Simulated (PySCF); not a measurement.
Computed shifts of a molecule C4H7BO, PBE0/pcSseg-1 in PySCF, GIAO, gas phase, equivalent atoms averaged, in ppm (number of nuclei): ¹³C: 173.7 (1), 95.4 (1), 24.7 (1), 5.9 (1). ¹H: 5.31 (1), 4.64 (1), 2.21 (2), 1.11 (3). References: ¹³C against TMS (σ = 186.3 ppm); ¹¹B against BF3 (σ = 88.8 ppm); ¹⁷O against H2O (σ = 334.2 ppm); ¹H against TMS (σ = 31.56 ppm), references at their B3LYP-D3(BJ)/def2-TZVP geometries, non-relativistic. Geometry optimised at B3LYP-D3(BJ)/def2-SVP. One conformer was computed; it need not be the lowest.

Which structure fits?
A. CB1C=COC1
B. OB1C=CCC1
C. CB1C=C(C)O1
D. C=C1CB(C)O1

D, C=C1CB(C)O1
